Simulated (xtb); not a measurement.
CH₆ClFSi₂, SMILES F[Si@@H](C[SiH3])Cl. All values are semi-empirical tight-binding results from xtb (GFN2-xTB unless named), good for trends rather than for accurate numbers. Geometry: GFN2-xTB. The structure was generated by enumeration; whether it is a known compound was not checked. The values are those of a single conformer.

Optimised geometry:

```xyz
11

F      1.5816    -0.3825     0.9733
Si     0.9304    -0.1363    -0.4822
Cl     0.5526     1.8288    -0.6058
C     -0.6496    -1.1613    -0.5847
Si    -1.8975    -0.8969     0.8413
H      1.9944    -0.5090    -1.3968
H     -1.1522    -0.9573    -1.5299
H     -0.3787    -2.2167    -0.6095
H     -3.0509    -1.7636     0.5793
H     -2.3296     0.5008     0.8659
H     -1.2752    -1.2695     2.1105
```
Charge 0, spin multiplicity 1.

```
Item                                            Value
--------------------------------------  -------------
orbital gap                                   5.72 eV
dipole moment                                  2.23 D
zero-point energy                       39.7 kcal/mol
G − E(el) at 298.15 K (modified RRHO)   18.7 kcal/mol
static polarisability (D4 model)           86.3 bohr³
solvation energy, GFN2-xTB/ALPB(water)   0.1 kcal/mol
solvation energy, GFN2-xTB/ALPB(ether)  -3.4 kcal/mol
```

### Question
Give the atomic charges and the Wiberg bond orders between heavy atoms. (An estimate is asked for; the answer gives what the named calculation found.)

### Answer
charges (e) F1 -0.27, Si2 0.57, Cl3 -0.23, C4 -0.25, Si5 0.46, H6 -0.05, H7 0.03, H8 0.03, H9 -0.10, H10 -0.09, H11 -0.09. Bond orders F1–Si2 1.08, Si2–Cl3 1.10, Si2–C4 0.93, C4–Si5 0.88.
